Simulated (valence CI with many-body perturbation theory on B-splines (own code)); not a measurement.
Valence orbitals of Ru XXX

Level of theory: configuration interaction combined with many-body perturbation theory (CI+MBPT): five valence electrons over a frozen Dirac-Fock core [Ne], a basis of 11 s, 11 p, 10 d, 8 f, 5 g, 2 h functions for each j, with the one-electron correlation potential Σ1, the two-electron term Σ2, the three-electron term Σ3, Breit, model QED; selected CI, second order for the rest, scaled by the run's own slope (own B-spline code, finite nucleus).

The last digits are not significant, and no measured levels were compared; by estimate large intervals hold to a few tenths of a per cent, small ones and those within an open d or f shell to about a per cent. Among the levels kept, up to 3600 cm⁻¹ of a level comes from second order outside the variational space, and about a tenth of that is noise between levels of different J, which matters for small intervals.

These are the spectroscopic orbitals of the CI (the correlating ones are not listed), shaped by the core and the other valence electrons. h is the expectation value of the core's Dirac-Fock operator, without the valence repulsion; Σ1 is computed up to l = 3 at one energy for each symmetry, that of its lowest orbital but kept below the first core excitation, so for empty shells it is not the orbital's own correlation shift; Breit and QED include the response of the core.

| Orbital | h (hartree) | Σ1 (cm⁻¹) | Breit (cm⁻¹) | QED (cm⁻¹) | ⟨r⟩ (bohr) |
| --- | --- | --- | --- | --- | --- |
| 3s1/2 | -73.931 | -6073 | 6875 | 5032 | 0.3567 |
| 4s1/2 | -39.955 | -1949 | 2582 | 1937 | 0.6718 |
| 5s1/2 | -24.969 | -872 | 1215 | 925 | 1.091 |
| 6s1/2 | -17.075 | -471 | 673 | 515 | 1.608 |
| 7s1/2 | -12.409 | -284 | 412 | 316 | 2.225 |
| 8s1/2 | -9.4242 | -185 | 270 | 208 | 2.941 |
| 3p1/2 | -71.15 | -7573 | 11291 | -193 | 0.3425 |
| 4p1/2 | -38.791 | -2404 | 4286 | -70.1 | 0.6664 |
| 5p1/2 | -24.385 | -1088 | 2060 | -33.1 | 1.092 |
| 6p1/2 | -16.741 | -591 | 1152 | -18.4 | 1.617 |
| 7p1/2 | -12.201 | -358 | 709 | -11.2 | 2.241 |
| 8p1/2 | -9.2858 | -234 | 468 | -7.4 | 2.965 |
| 3p3/2 | -69.907 | -7149 | 6941 | 295 | 0.3496 |
| 4p3/2 | -38.29 | -2307 | 2601 | 116 | 0.6758 |
| 5p3/2 | -24.135 | -1051 | 1291 | 57.0 | 1.104 |
| 6p3/2 | -16.599 | -573 | 721 | 32.2 | 1.631 |
| 7p3/2 | -12.112 | -348 | 444 | 19.9 | 2.258 |
| 8p3/2 | -9.2269 | -228 | 293 | 13.2 | 2.984 |
| 3d3/2 | -66.289 | -8587 | 4977 | -201 | 0.3064 |
| 4d3/2 | -36.888 | -2308 | 1752 | -68.7 | 0.6461 |
| 5d3/2 | -23.448 | -1017 | 832 | -32.5 | 1.084 |
| 6d3/2 | -16.21 | -548 | 463 | -18.1 | 1.621 |
| 7d3/2 | -11.871 | -331 | 284 | -11.1 | 2.257 |
| 3d5/2 | -66.018 | -8228 | 2292 | -44.7 | 0.3085 |
| 4d5/2 | -36.771 | -2208 | 802 | -8.0 | 0.6486 |
| 5d5/2 | -23.389 | -973 | 386 | -2.4 | 1.087 |
| 6d5/2 | -16.176 | -525 | 215 | -0.9 | 1.625 |
| 7d5/2 | -11.849 | -317 | 133 | -0.4 | 2.262 |
| 4f5/2 | -36.01 | -1761 | 129 | -20.0 | 0.5763 |
| 5f5/2 | -23.005 | -871 | 89.2 | -11.1 | 1.023 |
| 6f5/2 | -15.957 | -494 | 57.1 | -6.6 | 1.567 |
| 7f5/2 | -11.713 | -307 | 38.1 | -4.3 | 2.212 |
| 4f7/2 | -35.964 | -1730 | 24.5 | 4.5 | 0.5775 |
| 5f7/2 | -22.981 | -854 | 17.0 | 1.3 | 1.024 |
| 6f7/2 | -15.943 | -484 | 10.5 | 0.5 | 1.569 |
| 7f7/2 | -11.704 | -301 | 7.1 | 0.2 | 2.214 |
| 5g7/2 | -22.862 |  | 2.1 | -3.8 | 0.9096 |
| 6g7/2 | -15.879 |  | 2.1 | -2.3 | 1.457 |
| 7g7/2 | -11.665 |  | 1.7 | -1.5 | 2.104 |
| 5g9/2 | -22.848 |  | 0.1 | 2.8 | 0.9104 |
| 6g9/2 | -15.871 |  | 0.1 | 1.6 | 1.458 |
| 7g9/2 | -11.66 |  | 0.1 | 1.0 | 2.105 |
| 6h9/2 | -15.847 |  |  |  | 1.298 |
| 6h11/2 | -15.842 |  |  |  | 1.298 |

Among the shells of the start configuration 3s2 3p3, Σ1 is largest in size for 3p1/2, where it is 0.048 % of h.

Lowest root of each symmetry, sizes in configuration state functions:

| J | Parity | Roots | Reference | Variational | Second order | Change by selected CI (cm⁻¹) | Change by second order (cm⁻¹) |
| --- | --- | --- | --- | --- | --- | --- | --- |
| 1/2 | even | 11 | 87 | 31967 | 612216 | -12859 | -372 |
| 3/2 | even | 16 | 138 | 31847 | 1547870 | -12922 | -1174 |
| 5/2 | even | 14 | 149 | 31951 | 1789139 | -10745 | -1118 |
| 7/2 | even | 9 | 118 | 31842 | 1893325 | -15886 | -1455 |
| 9/2 | even | 5 | 80 | 31845 | 1303123 | -16715 | -1302 |
| 11/2 | even | 1 | 37 | 32689 | 760064 | -11247 | -799 |
| 13/2 | even | 1 | 15 | 33009 | 578486 | -12964 | -505 |
| 1/2 | odd | 23 | 88 | 31982 | 982917 | -15047 | -907 |
| 3/2 | odd | 34 | 145 | 31935 | 1791564 | -13146 | -1180 |
| 5/2 | odd | 32 | 153 | 31846 | 1992678 | -13806 | -1973 |
| 7/2 | odd | 24 | 129 | 31903 | 2412484 | -10202 | -1524 |
| 9/2 | odd | 12 | 83 | 31973 | 2143542 | -10372 | -1190 |
| 11/2 | odd | 4 | 43 | 32147 | 1747057 | -16628 | -1460 |
